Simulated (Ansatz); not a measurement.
Members of the series Al-XY, Y = methyl; each row names its spin state. Gas-phase values, no solvent. One relaxed conformer stands for each flexible species; it need not be the lowest. Strings in code marks are SMILES.

Quantity: adiabatic spin-state energy, in kJ/mol.

Case: `[CH3][Al-][F]`: multiplicity 3 minus multiplicity 1. The other species in the difference include `[CH3][Al-][F]` (charge -1, multiplicity 1). Geometry of `[CH3][Al-][F]` (charge -1, multiplicity 3, Å):

```xyz
6

C     -0.6424     0.0163    -0.0316
Al     1.2044    -0.7139    -0.3752
F      2.4459     0.2503     0.3190
H     -0.7612     1.0191    -0.4572
H     -1.3874    -0.6379    -0.4964
H     -0.8592     0.0661     1.0414
```

### Question
Predict the adiabatic spin-state energy from HSE06/aug-cc-pVTZ // PBE0-D3(BJ)/def2-TZVPD (Ansatz, a program for electronic structure).

### Answer
102.6 kJ/mol.
